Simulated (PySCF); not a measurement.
Sn(H)3(SH), SMILES [SH][SnH3] (CAM-B3LYP/def2-SVP optimised geometry):

```
6

Sn    -0.977    -0.804     0.000
S      1.450    -0.804     0.000
H     -1.555     0.804     0.000
H     -1.408    -1.612     1.437
H     -1.556    -1.640    -1.373
H      1.555    -0.137    -1.168
```

Level of theory: CAM-B3LYP/def2-TZVP, def2 effective core potentials past Kr in PySCF.

What are the frontier orbital energies and the dipole moment?

HOMO-2 -10.80 eV, HOMO-1 -9.99 eV, HOMO -8.56 eV, LUMO 0.21 eV, LUMO+1 1.12 eV; dipole moment 1.61 D.

On the same geometry PBE/def2-TZVP, def2 effective core potentials past Kr run with PySCF gives HOMO-2 -8.18 eV, HOMO-1 -7.61 eV, HOMO -6.02 eV, LUMO -1.51 eV, LUMO+1 -0.69 eV; dipole moment 1.47 D.
